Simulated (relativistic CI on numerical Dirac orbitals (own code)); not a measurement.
Cr⁵⁺ in a cubic cluster: 3p photoemission with charge transfer

Computed with a charge-transfer multiplet model of a cubic metal-ligand cluster with up to 2 ligand holes, Slater and spin-orbit integrals from Dirac-Coulomb-Breit ions, Slater integrals scaled by 0.9. The ground state mixes d1 with configurations of k ligand holes L, whose averages lie at kΔ + k(k − 1)U_dd/2; a core hole lowers each added d electron by U_cd. 300 K, Lorentzian 0.9 eV and Gaussian 0.8 eV FWHM.

Atomic integrals in eV (Slater integrals scaled, ζ unscaled), ground: F2dd 10.549, F4dd 6.644, zeta_d 0.045; with the core hole: F2dd 10.549, F4dd 6.644, zeta_d 0.049, zeta_core 0.782, F2cd 12.227, G1cd 14.825, G3cd 9.275. Where a configuration has fewer than two d electrons, the dd integrals are those of d2.

Cluster parameters (eV): U_dd = 6.4, U_cd = 7.8, 10Dq = 1.55, 10Dq(ligand) = 1, V(eg) = 1.7, V(t2g) = -0.8, final-state hopping factor = 1.

Weights, n_d and S are thermal averages at 300 K. Binding energies count from the first peak over 30 % of the highest in each spectrum, which can be another peak from case to case. The parameters are a model scan and need not match a compound or its usual spin state. Peaks in eV (height, largest 100): 0.0 (100), 4.6 (68), 11.7 (41), 17.7 (12), 19.3 (12), 23.2 (14).

Question: Which parameters give this spectrum?
A. Δ = 0.5 eV
B. Δ = -3.5 eV
C. Δ = -0.5 eV

Answer: B. Δ = -3.5 eV; the ground state then has 2.19 d electrons and S = 0.50. The choice follows from running the model for each set and comparing peak positions and heights. The space is cut while the next configuration still counts.
